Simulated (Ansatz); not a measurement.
Two isomers of CH8Si2Te: A = `C[SiH2][Te][SiH3]`, B = `[SiH3]C([SiH3])[TeH]`.

Program: Ansatz. Geometries: PBE0-D4/def2-TZVP. ΔE: electronic, gas phase. CCSD(T)/CBS is the MP2 limit (def2-TZVPP, def2-QZVPP) plus CCSD(T) − MP2 in def2-TZVPP, frozen cores. DFT in def2-TZVPP. B3LYP here is the variant with VWN-RPA as its local correlation; programs differ in this. Elements past krypton have def2 core potentials. For Te outer-core shells are correlated without core-valence functions, which leaves a few kJ/mol of doubt a bond. Each species was taken in one conformer, which may not be the lowest.

Task: Which is lower in electronic energy at CCSD(T)/CBS, and by how much? (Best estimate.)

Result: Computed: A, by 35.9 kcal/mol.

Task: Give E(B) − E(A) in kcal/mol with CCSD/def2-TZVPP, B3LYP-D4, r2SCAN-D4, MP2/def2-TZVPP, B3LYP, ωB97M-V, CCSD(T)/def2-TZVPP. (Estimate.)

Result: Ansatz gave: CCSD/def2-TZVPP 35.0, B3LYP-D4 36.8, r2SCAN-D4 38.8, MP2/def2-TZVPP 36.2, B3LYP 38.2, ωB97M-V 36.4, CCSD(T)/def2-TZVPP 34.5. None reverses the order clearly.

Largest T1 diagnostic: 0.011.

From PBE to PBE0 (25 % exact exchange), in def2-TZVPP and without D4, E(B) − E(A) moves by +0.8 kcal/mol. In def2-TZVPP, CCSD(T) changes the Hartree–Fock value by −4.8 kcal/mol (the triples alone add −0.6 kcal/mol) and MP2 by −3.0 kcal/mol.
